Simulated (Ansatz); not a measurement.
Coupled-cluster run, C2H6BFO, SMILES `OCCBF`.

```yaml
crystal:
  periodic: [false, false, false]
  atoms:
    - {symbol: O, position_ang: [-1.308464, -0.068318, 1.276933]}
    - {symbol: C, position_ang: [-0.201966, -0.791013, 0.780462]}
    - {symbol: C, position_ang: [0.777729, 0.090457, 0.018932]}
    - {symbol: B, position_ang: [0.226180, 0.815714, -1.241788]}
    - {symbol: F, position_ang: [-1.051788, 0.667724, -1.590947]}
    - {symbol: H, position_ang: [-1.857582, 0.183794, 0.529915]}
    - {symbol: H, position_ang: [0.282308, -1.231303, 1.654925]}
    - {symbol: H, position_ang: [-0.532486, -1.623325, 0.144303]}
    - {symbol: H, position_ang: [1.662222, -0.486792, -0.288142]}
    - {symbol: H, position_ang: [1.182858, 0.863564, 0.687987]}
    - {symbol: H, position_ang: [0.886390, 1.522497, -1.951878]}
basis:
  gaussian: {orbitals: def2-TZVPP}
correlation: {method: ccsd_t}
```

```sh
$ ansatz run in.yaml --threads 4 --pin off --events-out ev --progress --plain --max-ram 10444MiB
```

Log, shortened:

```
Functional definition: HF
1448 factors; integrals over basis functions are off by at most 1.1e-3 eV
mean field evaluation 1: about -7571.2243 eV, gradient 4.2e1 eV
mean field evaluation 2: about -7571.4166 eV, gradient 4.2e1 eV
mean field evaluation 4: about -7575.1320 eV, gradient 4.2e0 eV
mean field evaluation 8: about -7575.1895 eV, gradient 2.5e-1 eV
mean field -7575.18972960 eV, -278.3830879149 hartree, gradient 2.7e-6 eV, S^2 0.000000; 0 other end points of the search recorded, 0 dependent functions left out
5 core orbitals not correlated: weight in the atoms' cores, before any rotation towards them, 1.000 or more for the frozen orbitals, at most 0.000 for the correlated occupied ones
reference -7575.18972960 eV, -278.3830879149 hartree; 15, 15 occupied and 219, 219 virtual orbitals, 1448 factors
second order -25.39527851 eV of doubles, -0.00000000 eV of singles
cycle   1  -25.65313971 eV  change   -2.6e-1 eV  update   1.0e-1
cycle   2  -26.19722251 eV  change   -5.4e-1 eV  update   2.8e-2
cycle   3  -26.32351741 eV  change   -1.3e-1 eV  update   1.5e-2
cycle   4  -26.31179559 eV  change    1.2e-2 eV  update   3.4e-3
cycle   5  -26.31039800 eV  change    1.4e-3 eV  update   1.6e-3
cycle   6  -26.31123851 eV  change   -8.4e-4 eV  update   4.7e-4
cycle   7  -26.31101978 eV  change    2.2e-4 eV  update   1.7e-4
cycle   8  -26.31093131 eV  change    8.8e-5 eV  update   5.2e-5
cycle   9  -26.31094536 eV  change   -1.4e-5 eV  update   1.8e-5
perturbative correction -0.91550592 eV, -0.0336442221 hartree
Total energy: -7602.41618089 eV, -279.3836415448 hartree
```

Hardware: 4 threads of an Intel Xeon Platinum 8259CL on a shared host. Wall time 69 s, peak host memory 5 GiB.

MP2 recovers 93.3 % of the CCSD(T) correlation energy and the triples give 3.4 %; T1 = 0.0115.
